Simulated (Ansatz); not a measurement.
`C[SiH2][CH2][GeH3]` + `O[SiH](O)S[SiH3]` → `C[SiH2][SiH](O)O` + `[SiH3]S[CH2][GeH3]`  (redistribution)

Program: Ansatz. Geometries: PBE0-D4/def2-TZVP. ΔE: electronic, gas phase. CCSD(T)/CBS adds triple-zeta CCSD(T) − MP2 to the extrapolated MP2 energy (def2 sets, frozen cores). Functionals use def2-TZVPP. B3LYP here is the variant with VWN-RPA as its local correlation; programs differ in this. For Ge outer-core shells are correlated without core-valence functions, which leaves a few kJ/mol of doubt a bond. Scalar relativity is left out up to krypton. One conformer a species, not always the lowest.

`C[SiH2][CH2][GeH3]`:

```xyz
14

C    -1.773    0.648   -0.633
Si    0.026    0.628   -1.144
C     0.974   -0.740   -0.287
Ge    0.969   -0.635    1.668
H    -1.879    0.835    0.438
H    -2.317    1.430   -1.167
H    -2.252   -0.309   -0.857
H     0.658    1.935   -0.807
H     0.120    0.451   -2.622
H     2.017   -0.719   -0.619
H     0.565   -1.712   -0.575
H     1.447    0.755    2.125
H     1.899   -1.703    2.270
H    -0.454   -0.865    2.211
```

`O[SiH](O)S[SiH3]`:

Z-matrix (Å, degrees):
```
Si
O 1 1.636
S 1 2.139 2 106.4
O 1 1.628 2 108.6 3 122.9
H 1 1.478 2 113.7 3 -121.0
H 2 0.959 1 117.5 3 36.9
Si 3 2.140 1 98.0 2 -159.1
H 4 0.959 1 117.9 2 -59.6
H 7 1.484 3 110.9 1 -51.9
H 7 1.483 3 105.9 1 -171.4
H 7 1.484 3 110.9 1 69.6
```

`C[SiH2][SiH](O)O`:

Z-matrix (Å, degrees):
```
C
Si 1 1.877
H 1 1.092 2 110.9
H 1 1.092 2 110.2 3 119.6
H 1 1.092 2 111.0 3 -120.3
Si 2 2.337 1 111.1 3 -61.2
H 2 1.490 1 110.4 3 178.0
H 2 1.492 1 110.4 3 59.2
O 6 1.650 2 108.7 1 -170.5
O 6 1.649 2 105.1 1 -49.2
H 6 1.498 2 114.7 1 69.8
H 9 0.958 6 117.8 2 -147.4
H 10 0.958 6 118.6 2 170.9
```

`[SiH3]S[CH2][GeH3]`:

```xyz
12

Si    0.191   -0.174   -2.485
S    -0.451    0.904   -0.768
C     0.109   -0.251    0.517
Ge   -0.335    0.463    2.295
H    -0.190    0.636   -3.668
H     1.664   -0.380   -2.456
H    -0.462   -1.509   -2.543
H    -0.380   -1.220    0.396
H     1.189   -0.394    0.455
H    -1.855    0.649    2.404
H     0.146   -0.536    3.361
H     0.371    1.812    2.491
```

```tsv
level	ΔE (kcal/mol)	difference from CCSD(T)/CBS
PBE-D4	33.4	-3.6
PBE0-D4	35.4	-1.6
B3LYP-D4	35.2	-1.8
ωB97M-V	38.1	1.1
B2PLYP	36.0	-1.0
PBE	32.7	-4.3
r2SCAN	37.2	0.2
HF/def2-TZVPP	37.5	0.5
SCS-MP2/def2-TZVPP	37.7	0.7
CCSD/def2-TZVPP	36.9	-0.1
HF/def2-QZVPP	37.5	0.5
MP2/def2-QZVPP	39.2	2.2
SCS-MP2/def2-QZVPP	37.8	0.8
HF/CBS(def2)	37.5	0.5
MP2/CBS(def2)	39.2	2.2
CCSD/CBS(def2)	37.0	0.0
CCSD(T)/CBS	37.0	0
```

Largest T1 diagnostic among the species: 0.012.

The D4 term adds +1.1 kcal/mol with B3LYP and +0.6 kcal/mol with PBE0; it sums over pairs of atoms, weighted by their polarisabilities, and B3LYP, whose exchange is more repulsive, gets the larger term. From PBE to PBE0 (25 % exact exchange), in def2-TZVPP and without D4, ΔE moves by +2.1 kcal/mol.
